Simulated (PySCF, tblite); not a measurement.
C2H7Cl3F2Si3.
Structure used (GFN2-xTB), in Å, numbered top down from 1:
```
atom  x, y, z in Å
F1     1.1265    0.9284   -0.8756
C2     1.2177    0.3920    0.3781
F3     0.4755    1.2397    1.1588
Si4    0.4030   -1.3836    0.3365
Si5   -1.8538   -0.8980    0.5949
Si6   -2.6350    0.8916   -0.6768
C7     2.6619    0.4607    0.8369
Cl8    3.5961   -0.7024   -0.1091
Cl9    3.3732    2.0842    0.6399
Cl10   2.7286    0.0091    2.5466
H11    1.1517   -2.1562    1.3288
H12    0.8539   -1.8588   -0.9739
H13   -2.5451   -2.1636    0.2904
H14   -2.1018   -0.7028    2.0337
H15   -2.2112    2.1765   -0.1257
H16   -2.1481    0.7945   -2.0550
H17   -4.1002    0.9007   -0.7334
```

Jobs on this species (17 atoms, 130 electrons) with PySCF (density fitting) and tblite. Hardware of each: one thread of an Arm Neoverse N1, on a shared host. Other jobs ran on the host; a repeat could differ by tens of per cent or more.

```
level and settings                                                                        work  basis functions  SCF cycles  wall time
          GFN2-xTB                                               Hessian by finite differences                –           –          ?
          GFN2-xTB                                                           L-BFGS relaxation                –           –      3.1 s
     PBE0/pcSseg-1  shieldings, charges and field gradients, density and orbital grids written              247          14    2.4 min
```

Fill in the missing figures.

- GFN2-xTB; Hessian by finite differences: 2.4 s

What do all jobs in the table cost together?

About 2.5 min; the longest takes about 96 % of that, and about 60 times as long as the shortest.
